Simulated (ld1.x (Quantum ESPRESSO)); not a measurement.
# arsenic (As): one change to an ultrasoft potential, before and after

arsenic, ultrasoft, made with ld1.x (Quantum ESPRESSO) 7.5 (PBE, fully relativistic). Core [Ar] 3d10, reference 4s2 4p3. Waves: 4s (bound): rcut 1.35, rcutus 1.60 bohr; 4s channel at 1.7 Ry: rcut 1.35, rcutus 1.60 bohr; 4p (bound): rcut 1.55, rcutus 2.00 bohr; 4p channel at 0.75 Ry: rcut 1.55, rcutus 2.00 bohr. Local part: all-electron potential smoothed inside 1.30 bohr (lloc = -1). Core correction: Bessel-smoothed model core inside 0.80 bohr. Augmentation charge: PSQ, inside the norm-conserving radii.

Open shells are filled in proportion to 2j + 1 (rel_dist='average').

Change: all radii but the core radius scaled by about 1.14 (s 1.82, p 2.28 bohr, rcut 1.54/1.76); local potential all-electron potential smoothed inside 1.48 bohr (lloc = -1).

Cutoffs: the cutoffs (Ry, on a coarse ladder) from which the occupation-weighted sum of valence levels, in a spherical-Bessel basis at the reference potential, stays within 10 and 1 mRy of its value at 400 Ry; they do not see the model core or the augmentation charge, which bear on the density cutoff. Errors are all-electron minus pseudo energies relative to the spin-unpolarised reference configuration.

**Question.** What does the change do?

**Answer.** The potential gets softer (12 Ry and 18 Ry → 10 Ry and 15 Ry); the errors of the 7 common tests hardly move; neither file shows a bound ghost. A larger radius leaves more room for a smooth pseudo-wave, so fewer plane waves are needed.

| quantity | base | changed |
| --- | --- | --- |
| cutoff, loose | 12 Ry | 10 Ry |
| cutoff, tight | 18 Ry | 15 Ry |
| loose cutoff by channel (10 mRy a level) | s 10 Ry, p 8 Ry | s 6 Ry, p 8 Ry |
| bound ghosts | none | none |
| error for 4s2 4p2, meV [ΔE 9.15 eV] | -3.3 | -3.2 |
| error for 4s2 4p1, meV [ΔE 27.07 eV] | -27 | -25 |
| error for 4s2 4p0, meV [ΔE 54.78 eV] | -110 | -100 |
| error for 4s0 4p5, meV [ΔE 19.05 eV] | -52 | -49 |
| error for 4s2 4p3.3, meV [ΔE -1.23 eV] | -0.1 | -0.1 |
| error for 4s1 4p4, meV [ΔE 9.41 eV] | -13 | -12 |
| error for 4s1 4p0, meV [ΔE 105.43 eV] | -439 | -383 |
| lowest overlap eigenvalue by channel | s 0.40, p1/2 0.58, p3/2 0.57 | s 0.38, p1/2 0.63, p3/2 0.62 |
